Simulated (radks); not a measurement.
Results of a calculation; reference values are marked as such.
Problem. The table gives one normalised radial function P(r) = r R(r) of Fe24+ in [He] (r in bohr). Code: a radial shooting solver on a logarithmic mesh with Libxc functionals. Model: non-relativistic Kohn-Sham, LDA (Slater exchange, Perdew-Wang correlation), spin-unpolarised, spherical densities, point nucleus.

r             P
0.003055  0.7375
0.003556  0.8474
0.00414   0.9717
0.004819  1.1114
0.00561   1.2676
0.006531  1.4408
0.007604  1.6313
0.008852  1.8385
0.01022   2.0491
0.0119    2.2839
0.01385   2.5275
0.01613   2.7741
0.01878   3.0156
0.02186   3.2417
0.02545   3.4398
0.02963   3.5953
0.03449   3.6925
0.04015   3.7160
0.04674   3.6521
0.05441   3.4922
0.06335   3.2343
0.07375   2.8863
0.08585   2.4671
0.09995   2.0056
0.1164    1.5380
0.1355    1.1020
0.1577    0.7296
0.1836    0.4407
0.2137    0.2392

Which n and l does it have? It may be an empty orbital.

Solution. n = 1, l = 0: the number of nodes gives n - l - 1 = 0, the rise at small r (about r^(l+1)) gives l, and the extent must fit the shell. The curve is that of 1s. 1s: eigenvalue -8577.7 eV, 0 radial nodes, <r> = 0.0587 bohr, 90 % of the charge inside 0.104 bohr.
